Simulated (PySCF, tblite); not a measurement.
Species: C8H14NP.
Structure used (GFN2-xTB), in Å, numbered top down from 1:
```xyz
24
C8H14NP angstrom
C     -2.2321    1.0932   -1.0659
P     -1.1454   -0.4041   -1.0606
C     -2.1509   -1.4438    0.1540
C     -2.3535   -0.7776    1.4000
N     -2.4922   -0.2089    2.3842
C      0.1728    0.2225    0.1050
C      1.0127   -0.9303    0.6786
C      2.4305   -0.3716    0.7336
C      2.5223    0.4265   -0.5624
C      1.1673    1.1329   -0.6481
H     -2.4917    1.3963   -0.0518
H     -1.7072    1.9052   -1.5658
H     -3.1400    0.8741   -1.6269
H     -3.1146   -1.6545   -0.3191
H     -1.6236   -2.3874    0.3173
H     -0.3081    0.7780    0.9168
H      0.6487   -1.2547    1.6531
H      0.9888   -1.7859   -0.0034
H      2.5366    0.2943    1.5916
H      3.1865   -1.1522    0.8043
H      2.6400   -0.2583   -1.4036
H      3.3554    1.1276   -0.5695
H      0.8666    1.2886   -1.6869
H      1.2193    2.1101   -0.1670
```

Computed with PBE0/pcSseg-1 in PySCF (dipole) on a GFN2-xTB geometry, gas phase.

Masses are those of the commonest isotopes; rigid-rotor values at the optimised geometry. The values belong to one conformer with, in the numbering `[CH3:1][P:2]([CH2:3][C:4]#[N:5])[CH:6]1[CH2:7][CH2:8][CH2:9][CH2:10]1`, C1–P2–C3–C4 -56°, C1–P2–C6–C7 162°, P2–C6–C7–C8 142°, C6–C7–C8–C9 -39°, C7–C8–C9–C10 42°, C8–C9–C10–C6 -28°.

(1) Give the principal moments of inertia and the rotational constants in MHz.

(2) What kind of rotor is it?

(3) Is it planar, by Δ = Ic − Ia − Ib?

(4) List the rotational levels J(Ka,Kc) to J = 3 (MHz).

(5) Which lines would a microwave search look for?

(6) Estimate the classical rotational partition function at 10 K, 100 K and 500 K.

Answers

(1) Ia = 284.98, Ib = 626.12, Ic = 750.68 u·Å²; 505379 MHz·u·Å²/I gives A = 1773, B = 807.2, C = 673.2 MHz.

(2) An asymmetric top; Ray's κ = -0.757.

(3) Not planar: Δ = Ic − Ia − Ib = -160.42 u·Å². For a rigid frame Δ = −2 Σ m c², so Σ m c² = 80.21 u·Å² lies off the ab plane: 19.74 from hydrogen and 60.48 from heavier atoms. The atom farthest from that plane is 1.85 Å away.

(4) Above 0(0,0):
J = 1: 1(0,1) 1480, 1(1,1) 2447, 1(1,0) 2581
J = 2: 2(0,2) 4428, 2(1,2) 5273, 2(1,1) 5675, 2(2,1) 8574, 2(2,0) 8587
J = 3: 3(0,3) 8818, 3(1,3) 9506, 3(1,2) 10309, 3(2,2) 13015, 3(2,1) 13079, 3(3,1) 18189, 3(3,0) 18190
The levels of one J sum to (2J + 1)J(J + 1)(A + B + C)/3.

(5) The dipole components are |μa| = 1.25 D, |μb| = 1.72 D, |μc| = 1.60 D. Intensities carry the squares of the components, which stand as 0.53 : 1.00 : 0.87 (a : b : c). Some lines, for components of 0.1 D or more:

```tsv
type	branch	J(Ka,Kc)	MHz	lower level (cm⁻¹)
c	Q	1(1,1) ← 1(0,1)	966	0.049
b	Q	4(2,3) ← 4(1,4)	3791	0.505
a	R	3(1,3) ← 2(1,2)	4233	0.176
c	Q	3(3,1) ← 3(2,1)	5110	0.436
b	Q	4(4,0) ← 4(3,1)	7205	0.805
a	R	5(4,2) ← 4(4,1)	7431	1.046
a	R	5(4,1) ← 4(4,0)	7431	1.046
c	R	4(2,2) ← 3(1,2)	8805	0.344
b	R	4(3,2) ← 3(2,1)	11055	0.436
c	R	5(2,4) ← 4(1,4)	11164	0.505
```

(6) Point group C1, symmetry number σ = 1; q = (√π/σ)·√((kT/h)³/(ABC)), k/h = 20836.6 MHz/K: 5430 at 10 K, 172000 at 100 K, 1920000 at 500 K.

Its GFN2-xTB frequencies are all real (lowest 30 cm⁻¹). No vibrational averaging or centrifugal distortion is included, and the geometry carries the error of its method. A rigid rotor knows nothing of internal rotation, which can split or shift real lines. Quadrupole hyperfine structure (14N) is left out.
